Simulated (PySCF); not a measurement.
Molecule: `CN[SiH2]P[SiH2]C`, C₂H₁₂NPSi₂.

Bonds (- single, = double, # triple, : aromatic): C1-N2, N2-Si3, Si3-P4, P4-Si5, Si5-C6. C1 carries H7, H8, H9; N2 carries H10; Si3 carries H11, H12; P4 carries H13; Si5 carries H14, H15; C6 carries H16, H17, H18.

Frames of a GFN2-xTB Langevin trajectory at 200 K; GIAO PBE0/pcSseg-1 shieldings in PySCF 2.14.0 with density-fitted response routines, gas phase, non-relativistic; equivalent atoms averaged within each frame.

References, each an isolated molecule treated in the same way: 13C (186.93 ppm) and 29Si (349.16 ppm) and 1H (31.72 ppm) vs TMS; NH3 for 15N (267.73 ppm); H3PO4 for 31P (318.38 ppm). The references are static minima.

Q: How do the shifts (ppm) fluctuate along the trajectory?

A: 
```tsv
time (fs)	C1	C6	N2	Si3	Si5	P4	H11/H12	H14/H15	H7/H8/H9	H10
250	32.0	-2.9	12.6	-43.3	-46.0	-293.2	5.36	4.91	2.89	1.11
425	33.4	-0.3	20.2	-25.3	-36.3	-329.4	5.25	4.80	3.00	1.25
625	33.2	-8.9	18.7	-34.7	-49.3	-327.5	5.29	4.53	2.80	0.39
800	36.5	-6.7	18.6	-30.5	-51.8	-309.0	5.15	4.77	3.24	-0.72
1000	35.0	-6.5	6.2	-24.2	-46.5	-318.6	4.88	5.11	2.70	-1.59
mean of frames	34.0	-5.1	15.2	-31.6	-46.0	-315.5	5.19	4.82	2.93	0.09
standard deviation	1.7	3.5	5.9	7.8	5.9	14.9	0.19	0.21	0.21	1.22
```

5 frames give an uncertainty of the mean of about the standard deviation over 2.2 at best, since frames this close in time may not be independent; classical motion lacks zero-point vibration, and the reference would need the same averaging.
